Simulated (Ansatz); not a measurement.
```yaml
crystal:
  periodic: [false, false, false]
  atoms:
    - {symbol: C, position_ang: [-1.030457, 1.837767, 1.111109]}
    - {symbol: C, position_ang: [-0.940662, 0.617256, 1.004908]}
    - {symbol: Ga, position_ang: [0.268395, -0.160909, -0.512480]}
    - {symbol: C, position_ang: [0.948189, -1.827766, -1.000259]}
    - {symbol: F, position_ang: [1.089555, 1.313886, -1.371280]}
    - {symbol: H, position_ang: [-0.702889, 2.622222, 0.421199]}
    - {symbol: H, position_ang: [-1.743100, 2.395158, 2.013579]}
    - {symbol: H, position_ang: [-1.523122, -0.203140, 1.511757]}
    - {symbol: H, position_ang: [0.744500, -1.974249, -2.121106]}
    - {symbol: H, position_ang: [0.218636, -2.540690, -0.317269]}
    - {symbol: H, position_ang: [2.066055, -1.920260, -0.828568]}
basis:
  gaussian: {orbitals: def2-mTZVP, final_grid: {core_spheres: 1, valence_spheres: 1, degree: 3}}
total_charge: 1
magnetization: {spin_polarized: true, initial_magnetization: 1}
hamiltonian: {xc: {name: PBE}}
```

```sh
$ ansatz run in.yaml --threads 4 --pin off --events-out ev --progress --plain --max-ram 10444MiB
```

Output, abridged:

```
Functional definition: PBE
1334 factors; their error is unknown
mean field evaluation 1: about -58251.1794 eV, gradient 8.8e1 eV
mean field evaluation 2: about -58052.7653 eV, gradient 2.0e2 eV
mean field evaluation 4: about -58279.7816 eV, gradient 1.2e1 eV
mean field evaluation 8: about -58280.7843 eV, gradient 1.7e0 eV
mean field evaluation 32: about -58364.6182 eV, gradient 8.6e-1 eV
mean field evaluation 64: about -58351.9746 eV, gradient 1.4e1 eV
mean field evaluation 96: about -58364.5899 eV, gradient 2.7e0 eV
mean field evaluation 128: about -58360.9558 eV, gradient 1.4e1 eV
mean field evaluation 160: about -58363.5824 eV, gradient 5.9e0 eV
mean field evaluation 192: about -58363.3821 eV, gradient 8.0e0 eV
a density is far from that of the atoms, so the factors are made again for it
1453 factors; integrals over basis functions are off by at most 4.3e-4 eV
mean field evaluation 256: about -58280.7183 eV, gradient 1.2e0 eV
mean field evaluation 352: about -58359.8404 eV, gradient 1.7e1 eV
mean field evaluation 416: about -58364.5816 eV, gradient 2.7e0 eV
mean field evaluation 480: about -58358.3453 eV, gradient 9.9e0 eV
mean field -58364.64946717 eV, -2144.8613069381 hartree, gradient 2.9e-6 eV, S^2 2.342444; 9 other end points of the search recorded, 0 dependent functions left out
reference -58364.64961344 eV, -2144.8613123134 hartree; 32, 31 occupied and 98, 99 virtual orbitals, 1453 factors
Total energy: -58364.64961344 eV, -2144.8613123134 hartree
```

Task: What is wrong with this run?

Result: The integration grid is far too coarse. Self-consistency was reached. The result belongs to that input, not to the molecule as meant.
